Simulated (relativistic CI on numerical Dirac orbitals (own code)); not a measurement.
Method of calculation: Dirac-Coulomb-Breit CI, KLI orbitals optimised for each configuration, a model potential for QED, unscaled Slater integrals (own radial code, finite nucleus).

The strongest absorption lines from the ground level of an ion, among the configurations computed and to levels below about 7360 eV (vacuum wavelength in Å, gf): 1.6873 (0.049), 1.6916 (0.027), 1.8779 (0.12), 1.8883 (0.065), 2.4849 (0.45), 2.5286 (0.27), 30.863 (0.14), 111.69 (0.018).

Q: Which ion is it?
A. Sb48+
B. Tc40+
C. Pr56+
D. Sb46+

A: A. Sb48+ has 3 electrons and the ground level 2s ²S1/2; the strongest line goes to 3p ²P°3/2. The pattern of lines fixes the number of electrons, and along that sequence the line energies rise steadily with the charge (about as its square where n changes within one kind of shell, about linearly where n is kept but much faster in heavy ions where fine structure, which grows about as Z⁴, sets the gap, and irregularly where shells cross), which fixes Z. Configurations outside the model, such as inner-shell arrays, can give stronger lines. At this charge energies of transitions that change n are usually good to better than 1 %, and those within a shell (Δn = 0) to a few per cent.
